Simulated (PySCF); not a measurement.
Spinor energies of Re⁺ (rhenium, charge +1)

Start: [Xe] 4f14 5d5 6s1; 5d5/2 filled at m_j = -3/2, -1/2, +1/2, +3/2, +5/2; 6s1/2 filled at m_j = +1/2. Calculated with PySCF 2.14 in x2c-SVPall-2c with one added diffuse shell each of s, d type (8s9p10d2f, 99 functions): generalised Hartree-Fock with the X2C-1e Hamiltonian and a Gaussian nucleus; one run each with spin-orbit coupling (SO) switched off, then screened by Boettger's factors. This is a chosen level, not necessarily the ground level.

| spinor shell | electrons | ε, spin-free (eV) | ε, screened SO (eV) | weight of nominal j (screened SO) | rms radius, screened SO (bohr) |
| --- | --- | --- | --- | --- | --- |
| 1s1/2 | 2 | -72071.3 | -72048.5 | 1.000 | 0.0204 |
| 2s1/2 | 2 | -12645.8 | -12638.7 | 1.000 | 0.0824 |
| 2p1/2 | 2 | -11042.5 | -12072.9 | 1.000 | 0.0700 |
| 2p3/2 | 4 | -11042.5 | -10627.1 | 1.000 | 0.0775 |
| 3s1/2 | 2 | -2997.2 | -2994.8 | 1.000 | 0.210 |
| 3p1/2 | 2 | -2516.3 | -2742.7 | 1.000 | 0.202 |
| 3p3/2 | 4 | -2516.3 | -2423.3 | 1.000 | 0.217 |
| 3d3/2 | 4 | -1964.2 | -2003.7 | 1.000 | 0.192 |
| 3d5/2 | 6 | -1964.2 | -1935.6 | 1.000 | 0.196 |
| 4s1/2 | 2 | -664.85 | -664.11 | 1.000 | 0.468 |
| 4p1/2 | 2 | -504.26 | -557.52 | 1.000 | 0.476 |
| 4p3/2 | 4 | -504.26 | -482.21 | 1.000 | 0.509 |
| 4d3/2 | 4 | -298.64 | -306.72 | 0.999 | 0.532 |
| 4d5/2 | 6 | -298.64 | -292.52 | 0.999 | 0.543 |
| 5s1/2 | 2 | -108.44 | -108.31 | 1.000 | 1.12 |
| 5p1/2 | 2 | -65.071 | -74.372 | 0.907 | 1.28 |
| 4f5/2 | 6 | -67.898 | -69.061 | 0.979 | 0.638 |
| 4f7/2 | 8 | -67.898 | -66.436 | 0.984 | 0.638 |
| 5p3/2 | 4 | -65.071 | -60.954 | 0.953 | 1.31 |
| 5d5/2 | 5 | -19.776 | -19.748 | 0.521 | 1.97 |
| 6s1/2 | 1 | -16.107 | -16.077 | 1.000 | 3.09 |

| quantity | spin-free | screened SO |
| --- | --- | --- |
| E (hartree) | -16678.92825 | -16699.50757 |
| M_J | 3 | 3 |
| ⟨J²⟩ | 12.003 | 12.004 |
| ⟨L²⟩ | 0.000 | 0.210 |
| ⟨S²⟩ | 12.003 | 11.812 |

Each row is a mean over spinors that exchange with the open shell spreads, by up to 8.450 eV (5p3/2).

Rows whose weight is well below 1 are mixtures of j = l ± 1/2: exchange outweighs spin-orbit coupling there, and the label is only the starting occupation.

Breit and QED terms are absent; they matter most for the inner s and p1/2 levels.

Densities and radii are taken from the X2C orbitals without a picture-change correction, which distorts them close to the nucleus.

Without spin-orbit coupling the j labels of p, d and f shells carry no meaning; the spin-free column gives the mean over the occupied spinors of each nl shell.
